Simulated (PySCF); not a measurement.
**Vibration and rotation of RbO**

UHF-CCSD(T) constants of RbO, ²Σ⁺ (doublet), unpaired electrons σ ↑ (PySCF, scalar-relativistic core potentials, basis sets Rb def2-TZVPP with ECP28, O def2-TZVPP; masses 84.9118 and 15.9949 u):

| Quantity | Value |
| --- | --- |
| ωe | 379.0 cm⁻¹ |
| ωexe | 2.09 cm⁻¹ |
| Be | 0.22895 cm⁻¹ |
| αe | 0.00178 cm⁻¹ |
| D (centrifugal) | 3.34e-07 cm⁻¹ |
| De to Rb + O | 2.38 eV |

Task: Give the vibrational terms G(v) and spacings up to v = 6.

Result: G(v) = ωe(v+½) − ωexe(v+½)².

```json
{"v": "0", "G(v) (cm⁻¹)": "189", "G(v) − G(v−1)": "", "Bv (cm⁻¹)": "0.2281"}
{"v": "1", "G(v) (cm⁻¹)": "564", "G(v) − G(v−1)": "375", "Bv (cm⁻¹)": "0.2263"}
{"v": "2", "G(v) (cm⁻¹)": "934", "G(v) − G(v−1)": "371", "Bv (cm⁻¹)": "0.2245"}
{"v": "3", "G(v) (cm⁻¹)": "1301", "G(v) − G(v−1)": "366", "Bv (cm⁻¹)": "0.2227"}
{"v": "4", "G(v) (cm⁻¹)": "1663", "G(v) − G(v−1)": "362", "Bv (cm⁻¹)": "0.2209"}
{"v": "5", "G(v) (cm⁻¹)": "2021", "G(v) − G(v−1)": "358", "Bv (cm⁻¹)": "0.2192"}
{"v": "6", "G(v) (cm⁻¹)": "2375", "G(v) − G(v−1)": "354", "Bv (cm⁻¹)": "0.2174"}
```

Task: How well does the Morse estimate ωe²/(4ωexe) reproduce De, and what is D0?

Result: It gives 2.13 eV, 90 % of the computed De. D0 = De − G(0) = 2.38 − 0.02 = 2.36 eV.

Correlated steps freeze 1 core orbital. Spin–orbit coupling is left out. The state is the lowest determinant that a PBE0 search found; another state may lie lower at other levels.
